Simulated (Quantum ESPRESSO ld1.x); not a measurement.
Question: The table gives one normalised radial function P(r) = r R(r) (large component) of Ce24+ in [Ar] 3d10 4s2 4p4 (r in bohr). Method: Dirac Kohn-Sham, relativistic LDA (MacDonald-Vosko exchange, VWN5 correlation), spin-unpolarised, spherical densities, point nucleus; open shells are shared between the two j in proportion to 2j + 1; computed with ld1.x of Quantum ESPRESSO 7.5.

r          P
0.002037  0.0001
0.002589  0.0002
0.003318  0.0004
0.004252  0.0008
0.005405  0.0015
0.006926  0.0029
0.008805  0.0055
0.01128   0.0105
0.01434   0.0195
0.01838   0.0368
0.02337   0.0668
0.02994   0.1214
0.03807   0.2107
0.04878   0.3596
0.06201   0.5773
0.07946   0.8898
0.1018    1.2768
0.1295    1.6657
0.1659    1.9729
0.2109    2.0541
0.2702    1.8358
0.3435    1.3744
0.4402    0.8094
0.5597    0.3672
0.7172    0.1127
0.9117    0.0229
1.168     0.0024
1.485     0.0001
1.903     0.0000

Which n and l does it have? It may be an empty orbital.

Answer: n = 3, l = 2: the number of nodes gives n - l - 1 = 0, the rise at small r points to l (for j = l - 1/2 the large component starts as r^gamma with gamma = sqrt(l^2 - (Z/c)^2) = 1.95 and the r^(l+1) term takes over further out; the orbital of l - 1 with the same j starts with the same power, but with a larger coefficient, and does not steepen), and the extent must fit the shell. The curve is that of 3d3/2; the two j differ most near the nucleus, where j = l - 1/2 has the larger amplitude, and in heavy atoms j = l - 1/2 is also the more compact. 3d3/2: eigenvalue -1580.8 eV, 0 radial nodes, <r> = 0.247 bohr, 90 % of the charge inside 0.385 bohr.
